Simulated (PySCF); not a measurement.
Stepwise substitution at one centre (Ga CH3-SiH3). Gas-phase values, no solvent. Strings in code marks are SMILES.

Method: PBE-D3(BJ)/def2-TZVP (PySCF). Excitations are Tamm–Dancoff values on a coarser integration grid. The basis has no diffuse functions, so Rydberg states are missing or too high.

```
species                                                 S1–T1 gap (TDA) (eV)  HOMO (eV)
------------------------------------------------------  --------------------  ---------
0 of 3 CH3 replaced by SiH3                                             0.29      -6.19
1 of 3 CH3 replaced by SiH3 (`[CH3][Ga]([CH3])[SiH3]`)                     …      -6.04
2 of 3 CH3 replaced by SiH3                                             0.57          …
3 of 3 CH3 replaced by SiH3                                             0.50      -6.30
```

### Question
What belongs in the gaps?

### Answer

- 1 of 3 CH3 replaced by SiH3 (`[CH3][Ga]([CH3])[SiH3]`), S1–T1 gap (TDA) (eV): 0.60
- 2 of 3 CH3 replaced by SiH3, HOMO (eV): -6.05
